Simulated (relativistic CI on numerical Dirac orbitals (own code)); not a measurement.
How well does a small relativistic CI reproduce Tl3+?

Method of calculation: Dirac-Coulomb-Breit CI, KLI orbitals optimised for each configuration, model QED (radiative potential, 1s self-energy scaled to tabulated hydrogen-like ionisation energies), valence Slater integrals scaled by 0.85, P86 correlation estimate, and configurations built on the next ion tied to the tabulated ionisation energy (semi-empirical) (own radial code, finite nucleus).

CI space (outside the closed core [Xe] 4f14): 5d10, 5d9 6s, 5d9 6p, 5d9 6d, 5d9 7s, 5d9 5f, 5d9 6f, 5d8 6s2, 5d8 6s 6p, 5d8 5f2, 5d9 7p, 5d9 7d, 5d9 5g, 5d9 7f, 5d9 6g, 5d8 6p2, 5d8 6s 7s, 5d8 5f 6s, 5d8 6p 7s. Levels of other configurations are missing.

```tsv
Configuration	Term (tabulated)	J	Measured (cm⁻¹)	Computed	Error	Purity (%)
5d10	1S	0	0.0	0	0	99
5d9 6s	3D	3	75052.0	85946	10894	100
5d9 6s	3D	2	78647.0	89607	10960	59
5d9 6s	3D	1	93676.0	103782	10106	100
5d9 6s	1D	2	96727.0	107015	10288	59
5d9 6p	3P° (computed)	2	147635.0	157197	9562	68
5d9 6p	3F° (computed)	3	149841.0	159510	9669	50
5d9 6p	3F° (computed)	2	166435.0	175051	8616	77
5d9 6p	3P° (computed)	1	167499.0	175723	8224	69
5d9 6p	3F° (computed)	4	167672.0	175593	7921	99
5d9 6p	1D° (computed)	2	170334.0	178853	8519	68
5d9 6p	3D° (computed)	3	172272.0	180429	8157	73
5d9 6p	1P° (computed)	1	175290.0	184353	9063	82
5d9 6p	3F° (computed)	3	187667.0	194968	7301	48
5d9 6p	3D° (computed)	1	188233.0	195578	7345	56
5d9 6p	3D° (computed)	2	190144.0	197562	7418	56
```

Measured levels from Moore, Atomic Energy Levels, vol. III, NSRDS-NBS 35 (1971 reprint of NBS Circular 467, 1958); pairs were made by configuration, J and term (by order where the table uses no LS term), so strongly mixed levels may be paired wrongly. The analysis dates from before 1960.

Mean error by configuration (cm⁻¹): 5d9 6s 10562; 5d9 6p 8345. Over the excited levels the mean absolute error is 8936 cm⁻¹ (15 of the 15 excited levels that our extract of the source holds in range could be paired), and the median relative error of those above 1,000 cm⁻¹ is 5.2 %.
